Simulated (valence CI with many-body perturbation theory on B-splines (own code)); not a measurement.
## Level structure of Ni5+

Calculated by configuration interaction combined with many-body perturbation theory (CI+MBPT): five valence electrons over a frozen Dirac-Fock core [Ar], a basis of 7 s, 7 p, 8 d, 6 f, 4 g, 1 h functions for each j, with the one-electron correlation potential Σ1, the two-electron term Σ2, the three-electron term Σ3, Breit, model QED; selected CI, second order for the rest, scaled by the run's own slope (own B-spline code, finite nucleus).

Set against measurement, 20 paired levels are off by 838 cm⁻¹ on average, the worst by 2245. These come from a selection out of Corliss and Sugar, J. Phys. Chem. Ref. Data 10, 197 (1981). Levels without a partner in it may be off by more, other configurations by 1,000 to 8,000 cm⁻¹. Among the levels kept, up to 580 cm⁻¹ of a level comes from second order outside the variational space, and about a tenth of that is noise between levels of different J, which matters for small intervals. Only levels of the ground parity were solved; by the run's estimate the other parity begins above the list, which can be wrong where configurations are misplaced.

Levels 1 to 31 of 31, with energies above the lowest level, 3d⁵ ⁶S_5/2. "Leading %" is the weight of the configuration and term that name the level; weights of strongly mixed levels are sums over their largest components and can fall short, so below about 35 % the name and the second component can differ from the true leading terms, or belong to a minority configuration. In the jj column 3d3/2^4 stands for four electrons in 3d with j = 3/2.

| No. | Configuration | Term | J | E (cm⁻¹) | Leading % | g | Second component | Leading jj |
| --- | --- | --- | --- | --- | --- | --- | --- | --- |
| 1 | 3d⁵ | ⁶S | 5/2 | 0.0 | 99 | 2.001 |  | 3d3/2^2 3d5/2^3 (43 %) |
| 2 | 3d⁵ | ⁴G | 11/2 | 40807 | 99 | 1.272 |  | 3d3/2^2 3d5/2^3 (51 %) |
| 3 | 3d⁵ | ⁴G | 5/2 | 40882 | 99 | 0.572 |  | 3d3/2^2 3d5/2^3 (39 %) |
| 4 | 3d⁵ | ⁴G | 9/2 | 40902 | 99 | 1.171 |  | 3d3/2^2 3d5/2^3 (66 %) |
| 5 | 3d⁵ | ⁴G | 7/2 | 40914 | 99 | 0.984 |  | 3d3/2^2 3d5/2^3 (43 %) |
| 6 | 3d⁵ | ⁴P | 5/2 | 45872 | 87 | 1.572 | 11 % 3d⁵ ⁴D | 3d3/2^4 3d5/2 (32 %) |
| 7 | 3d⁵ | ⁴P | 3/2 | 46094 | 90 | 1.685 | 9 % 3d⁵ ⁴D | 3d3/2^2 3d5/2^3 (48 %) |
| 8 | 3d⁵ | ⁴P | 1/2 | 46333 | 96 | 2.583 |  | 3d3/2^2 3d5/2^3 (53 %) |
| 9 | 3d⁵ | ⁴D | 7/2 | 49827 | 99 | 1.427 |  | 3d3/2^2 3d5/2^3 (55 %) |
| 10 | 3d⁵ | ⁴D | 1/2 | 50142 | 96 | 0.083 |  | 3d3/2^2 3d5/2^3 (79 %) |
| 11 | 3d⁵ | ⁴D | 3/2 | 50303 | 90 | 1.246 | 9 % 3d⁵ ⁴P | 3d3/2 3d5/2^4 (49 %) |
| 12 | 3d⁵ | ⁴D | 5/2 | 50312 | 88 | 1.394 | 10 % 3d⁵ ⁴P | 3d3/2^2 3d5/2^3 (39 %) |
| 13 | 3d⁵ | ²I | 11/2 | 58967 | 98 | 0.925 |  | 3d3/2^2 3d5/2^3 (48 %) |
| 14 | 3d⁵ | ²I | 13/2 | 59034 | 99 | 1.076 |  | 3d3/2^2 3d5/2^3 (99 %) |
| 15 | 3d⁵ | ²D | 5/2 | 63765 | 66 | 1.094 | 30 % 3d⁵ ²F | 3d3/2^4 3d5/2 (35 %) |
| 16 | 3d⁵ | ²D | 3/2 | 64806 | 90 | 0.765 | 9 % 3d⁵ ⁴F | 3d3/2^2 3d5/2^3 (61 %) |
| 17 | 3d⁵ | ²F | 7/2 | 66504 | 93 | 1.143 | 4 % 3d⁵ ⁴F | 3d3/2^2 3d5/2^3 (38 %) |
| 18 | 3d⁵ | ⁴F | 5/2 | 67807 | 62 | 0.987 | 30 % 3d⁵ ²F | 3d3/2^2 3d5/2^3 (63 %) |
| 19 | 3d⁵ | ⁴F | 9/2 | 67841 | 94 | 1.321 | 5 % 3d⁵ ²G | 3d3/2^2 3d5/2^3 (51 %) |
| 20 | 3d⁵ | ⁴F | 7/2 | 68103 | 92 | 1.231 | 6 % 3d⁵ ²F | 3d3/2 3d5/2^4 (46 %) |
| 21 | 3d⁵ | ⁴F | 3/2 | 68483 | 90 | 0.435 | 9 % 3d⁵ ²D | 3d3/2 3d5/2^4 (44 %) |
| 22 | 3d⁵ | ²F | 5/2 | 68829 | 39 | 1.006 | 34 % 3d⁵ ⁴F | 3d5/2^5 (49 %) |
| 23 | 3d⁵ | ²H | 9/2 | 71492 | 77 | 0.959 | 20 % 3d⁵ ²G | 3d3/2^2 3d5/2^3 (67 %) |
| 24 | 3d⁵ | ²H | 11/2 | 72243 | 98 | 1.088 |  | 3d3/2 3d5/2^4 (61 %) |
| 25 | 3d⁵ | ²G | 7/2 | 73371 | 97 | 0.895 |  | 3d3/2^2 3d5/2^3 (68 %) |
| 26 | 3d⁵ | ²G | 9/2 | 74108 | 74 | 1.072 | 22 % 3d⁵ ²H | 3d3/2 3d5/2^4 (62 %) |
| 27 | 3d⁵ | ²F | 5/2 | 78479 | 98 | 0.860 |  | 3d3/2^2 3d5/2^3 (56 %) |
| 28 | 3d⁵ | ²F | 7/2 | 78687 | 98 | 1.143 |  | 3d3/2 3d5/2^4 (38 %) |
| 29 | 3d⁵ | ²S | 1/2 | 86174 | 99 | 2.001 |  | 3d3/2^3 3d5/2^2 (40 %) |
| 30 | 3d⁵ | ²D | 3/2 | 95983 | 99 | 0.799 |  | 3d3/2^3 3d5/2^2 (35 %) |
| 31 | 3d⁵ | ²D | 5/2 | 96070 | 98 | 1.198 |  | 3d3/2 3d5/2^4 (34 %) |

Names give the largest LS component (configuration and term), which can be under half, so a name can repeat, a term be missing and a line seem to break the LS rules; names also repeat where a configuration has a term twice.

Where two levels of one J and parity lie close, their mixing, g and order are uncertain.

The ionisation energy to 3d⁴ ⁵D0 of the next ion comes out as 106.29 eV (NIST: 108 ± 1 eV (semi-empirical)). All 31 levels together are meant to be complete up to 99424 cm⁻¹.
